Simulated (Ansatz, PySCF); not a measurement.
Process, species as SMILES: [SiH3][SiH3] → [SiH2][SiH3] + H atom (the H-Si bond at the site shown breaks; other sites are not compared here)
Each molecule is optimised on its own at B3LYP-D3(BJ)/def2-TZVP (Ansatz, a program for electronic structure).
Geometry of the first species:
```
Si
H 1 1.4832
H 1 1.4832 2 108.63
H 1 1.4832 2 108.63 3 118.00
Si 1 2.3443 2 110.30 4 121.00
H 5 1.4832 1 110.30 2 180.00
H 5 1.4832 6 108.63 1 -121.00
H 5 1.4832 6 108.63 7 -118.00
```
Charge 0, spin multiplicity 1.

Quantity: bond dissociation energy (electronic energy difference), in kcal/mol. Cores are frozen in the correlated levels unless marked. UHF or UKS for open shells. No spin-orbit coupling. No relativistic terms. CBS marks a two-point X^-3 extrapolation of the correlation energy; Hartree-Fock from the larger set. [CCSD(T)-MP2]/basis is that difference in the basis named.

```tsv
level	program	bond dissociation energy (kcal/mol)
PW6B95-D4/def2-TZVPD	PySCF + dftd4	92.1
PW6B95/def2-TZVPD	PySCF	92.0
MN15-D3(BJ)/def2-TZVPD	PySCF + dftd3	(withheld)
PBE-QIDH/def2-TZVPD	Ansatz	89.7
CCSD/def2-SVPD	Ansatz	89.7
RI-MP2/CBS(def2-TZVPPD,def2-QZVPPD)+[CCSD(T)-MP2]/def2-TZVPPD	Ansatz	(withheld)
```

Some entries are withheld; supply them.


- MN15-D3(BJ)/def2-TZVPD, bond dissociation energy (kcal/mol): 92.3
- RI-MP2/CBS(def2-TZVPPD,def2-QZVPPD)+[CCSD(T)-MP2]/def2-TZVPPD, bond dissociation energy (kcal/mol): 94.0
